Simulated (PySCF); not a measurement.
**C5H8N2OSi: full NMR table**

```
Formula                               : C5H8N2OSi
SMILES                                : Nc1cccnc1O[SiH3]
InChI                                 : InChI=1S/C5H8N2OSi/c6-4-2-1-3-7-5(4)8-9/h1-3H,6H2,9H3
Point group of the computed structure : C1
Degrees of unsaturation               : 4
Carbon signals                        : 5
Proton signals                        : 5
```

Mapped SMILES: `[NH2:1][c:2]1[cH:3][cH:4][cH:5][n:6][c:7]1[O:8][SiH3:9]`. Each H is labelled by its parent atom.

Theory: GFN2-xTB geometry, shieldings: GIAO PBE0/pcSseg-1, in PySCF (equivalent nuclei averaged, gas phase, single conformer, non-relativistic Hamiltonian).

Chemical shifts δ = σref − σ; ¹H and ¹³C and ²⁹Si against TMS; ¹⁵N against NH3; ¹⁷O against H2O, all at this level.

| carbon | δC, type | δH (multiplicity) | HMBC from (2–3 bonds) | span of the C tensor (ppm) |
| --- | --- | --- | --- | --- |
| C2 | 137.1, C | – | H(C3), H(C4) | 177 |
| C3 | 124.2, CH | 7.09 (m) | H(C5), H(C4) | 194 |
| C4 | 123.1, CH | 6.97 (m) | H(C5), H(C3) | 220 |
| C5 | 140.1, CH | 7.78 (d) | H(C3), H(C4) | 193 |
| C7 | 155.2, C | – | H(C5), H(C3), H(Si9) | 146 |

Other nuclei:
| atoms | nucleus | environment | δ (ppm) | σ (ppm) |
| --- | --- | --- | --- | --- |
| H(Si9) | ¹H | hydrogen on a silicon bonded to O | 5.05 | 26.67 |
| H(N1) | ¹H | hydrogen on an aniline-type nitrogen | 3.64 | 28.08 |
| Si9 | ²⁹Si | silicon bonded to O, 3 H | -43.3 | 392.4 |
| N6 | ¹⁵N | pyridine-type ring nitrogen | 307.5 | -39.8 |
| N1 | ¹⁵N | aniline-type nitrogen | 66.0 | 201.7 |
| O8 | ¹⁷O | oxygen bonded to C, Si | 108.6 | 227.5 |

Carbon types of the structure: 2 × C, 3 × CH, leaving 5 H on heteroatoms. δC 155.2: aromatic carbon bearing oxygen; an ipso carbon deshielded by its heteroatom. δC 140.1: aromatic CH next to a ring nitrogen; the adjacent pyridine-type nitrogen withdraws density from it. δC 137.1: aromatic carbon bearing nitrogen; the electronegative substituent deshields the carbon that carries it. δC 124.2, 123.1: aromatic CH. δH 3.64: hydrogen on an aniline-type nitrogen; exchangeable; this is the value without hydrogen bonding to other molecules.

OH/NH shifts are gas-phase values; hydrogen bonding in solution moves them, usually downfield. Shifts are as computed. Against solution values, carbons near 30 ppm lie about +3 ppm off and those near 130 ppm about +5 ppm. Of 1309 compounds with measured shifts, 239 miss one by over three times the rms of a fit or turn the order of signals round; such compounds aren't used in these exercises. Experimental scales use liquid or dissolved standards, which lie at an offset from isolated NH3 (liquid NH3: subtract about 20 ppm) and H2O (liquid H2O: subtract about 36 ppm). Unscaled 15N shifts of sp2 nitrogen come out 20 to 40 ppm too high even then. Multiplicities follow the n + 1 count of equivalent neighbours, as no J values were calculated; m marks all less simple cases, F and P coupling included.
